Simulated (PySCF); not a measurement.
GaI3, SMILES [I][Ga]([I])[I].

The structure is a stationary point at B3LYP-D3(BJ)/def2-SVP. The isomer is the one that the SMILES or the coordinates give; other isomers of the formula were not compared. The def2 effective core potentials stand for the cores of I; spin–orbit coupling is left out.

Two levels are set side by side: PBE/def2-TZVP (PySCF) and PBE0/def2-TZVP (PySCF). Same geometry, gas phase. Differences are taken from unrounded values.

```tsv
quantity	PBE0	PBE	PBE minus PBE0
orbital gap (eV)	5.07	3.18	-1.88
highest occupied level (eV)	-7.79	-6.65	1.14
lowest empty level (eV)	-2.72	-3.46	-0.75
mean polarisability (bohr³)	131.1	136.3	5.2
```

Without exact exchange PBE keeps part of each electron's self-repulsion, which lifts occupied levels and narrows the gap. PBE's more diffuse valence density responds more strongly to a field. Differences between two approximate levels are no errors against the true value.

Rough cost on one machine, each run with all the roots and properties that it gave: PBE0 against PBE within a factor of 2.
